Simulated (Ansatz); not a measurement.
`CN(C)[Si]S`. Total charge 0; spin multiplicity 1.

```xyz
12

C     0.337   -0.567   -0.858
N    -0.088    0.105    0.345
C    -1.120   -0.638    1.047
Si    0.375    1.591    1.071
S     1.726    2.533   -0.341
H     0.530   -1.626   -0.650
H    -0.430   -0.518   -1.642
H     1.259   -0.138   -1.246
H    -0.763   -1.637    1.325
H    -2.014   -0.758    0.423
H    -1.410   -0.109    1.958
H     1.598    1.762   -1.433
```

(1) What are the harmonic wavenumbers in cm⁻¹ at PBE0-D4/def2-TZVP (Ansatz, finite differences of forces, unscaled)? (Best estimate.)

(2) Is this a minimum?

(3) Give the ideal-gas thermochemistry at 298.15 K and 1 bar (rigid rotor, harmonic oscillator; point group C1, symmetry number 1).

(4) And at 400, 500, 600, 800 and 1000 K?

(5) Rotational constants (cm⁻¹)?

## Answers

(1) The calculation gave: 83, 140, 199, 247, 276, 305, 321, 387, 487, 629, 696, 1014, 1079, 1110, 1163, 1218, 1314, 1433, 1460, 1469, 1486, 1490, 1514, 2700, 3008, 3016, 3063, 3069, 3111, 3147.

(2) Yes, all 30 modes are real.

(3) Zero-point energy 243.0 kJ/mol; H(298) − E = 265.4 kJ/mol; entropy 354.9 J/(mol·K), of which translation 166.9, rotation 114.3, vibration 73.6; G(298) − E = 159.6 kJ/mol. Modes under 100 cm⁻¹ are hindered rotations or soft bends, so the harmonic entropy is rough.

(4) 
| T (K) | H − E (kJ/mol) | S (J/mol/K) | G − E (kJ/mol) |
| --- | --- | --- | --- |
| 400 | 277.9 | 391.0 | 121.5 |
| 500 | 292.2 | 422.8 | 80.8 |
| 600 | 308.2 | 451.9 | 37.1 |
| 800 | 344.4 | 503.8 | -58.6 |
| 1000 | 384.9 | 549.0 | -164.0 |

(5) 0.208, 0.06269, 0.04917.
